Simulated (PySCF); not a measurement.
**Basis-set dependence of population analyses: `NB(N)F`**

Compound: BFH4N2.
Numbering: `[NH2:1][B:2]([NH2:3])[F:4]` (hydrogens: H5, H6 on N1; H7, H8 on N3)

PBE0 throughout (PySCF), one geometry, spherical d and f functions. Geometry: PBE0-D3(BJ)/def2-SVP; no solvent, vibrations or thermal averaging. Atoms taken as equivalent share a column and are averaged.

Mulliken charges (e):

```
        basis  functions   N1/N3      B2      F4  H5/H6/H7/H8
       STO-3G         24  -0.503  +0.413  -0.162       +0.189
        6-31G         44  -0.878  +0.796  -0.352       +0.328
     pcSseg-0         44  -0.900  +0.911  -0.371       +0.315
       6-31G*         64  -0.842  +0.633  -0.316       +0.342
      cc-pVDZ         76  -0.099  +0.001  -0.169       +0.091
     def2-SVP         76  -0.187  +0.042  -0.181       +0.128
  aug-cc-pVDZ        128  -0.059  +0.799  -0.418       -0.066
6-311+G(2d,p)        132  -0.740  +0.902  -0.373       +0.238
    def2-TZVP        148  -0.550  +0.448  -0.302       +0.239
      cc-pVTZ        176  -0.269  +0.192  -0.259       +0.151
     IGLO-III        180  -0.591  +0.803  -0.420       +0.200
```

IAO charges (e):

```
        basis  functions   N1/N3      B2      F4  H5/H6/H7/H8
       STO-3G         24  -0.514  +0.371  -0.206       +0.215
        6-31G         44  -0.631  +0.517  -0.353       +0.274
     pcSseg-0         44  -0.591  +0.479  -0.341       +0.261
       6-31G*         64  -0.633  +0.553  -0.357       +0.268
      cc-pVDZ         76  -0.622  +0.526  -0.357       +0.268
     def2-SVP         76  -0.612  +0.520  -0.355       +0.264
  aug-cc-pVDZ        128  -0.653  +0.543  -0.366       +0.282
6-311+G(2d,p)        132  -0.656  +0.549  -0.368       +0.283
    def2-TZVP        148  -0.654  +0.555  -0.369       +0.280
      cc-pVTZ        176  -0.651  +0.553  -0.368       +0.279
     IGLO-III        180  -0.658  +0.554  -0.369       +0.283
```

Some averages cover members that differ in this geometry, most widely: H5/H6/H7/H8, Mulliken in aug-cc-pVDZ -0.083 to -0.048; H5/H6/H7/H8, Mulliken in IGLO-III +0.184 to +0.215; H5/H6/H7/H8, Mulliken in 6-311+G(2d,p) +0.225 to +0.251 e.

Problem. Which scheme is steadiest as the basis changes?

Solution. Largest range over the bases for any column: IAO 0.18 e, Mulliken 0.91 e. IAO charges move least and Mulliken charges most, counted in e. Without the minimal STO-3G basis the ranges are IAO 0.08, Mulliken 0.91 e.

Problem. How much do the charges still move between the two largest bases, cc-pVTZ and IGLO-III?

Solution. At most, over all atoms: Mulliken 0.611 e, IAO 0.007 e.

Problem. What do the same runs give for the total energy, the frontier levels and the dipole moment?

Solution. 
```csv
basis,energy (Eh),HOMO (eV),LUMO (eV),μ (D)
STO-3G,-233.2846,-3.86,6.94,1.48
6-31G,-236.4364,-6.75,2.43,2.66
pcSseg-0,-235.9665,-6.81,2.03,2.64
6-31G*,-236.4791,-6.64,2.55,2.27
cc-pVDZ,-236.5050,-6.72,1.81,2.37
def2-SVP,-236.3206,-6.82,1.73,2.42
aug-cc-pVDZ,-236.5330,-7.18,-0.28,2.29
"6-311+G(2d,p)",-236.5809,-7.21,-0.08,2.37
def2-TZVP,-236.6009,-7.13,0.78,2.34
cc-pVTZ,-236.5917,-7.05,1.08,2.32
IGLO-III,-236.6087,-7.18,0.52,2.32
```

The dipole is fixed by the density alone, so its range of 1.18 D shows that the density itself changes with the basis, not only its division among atoms.
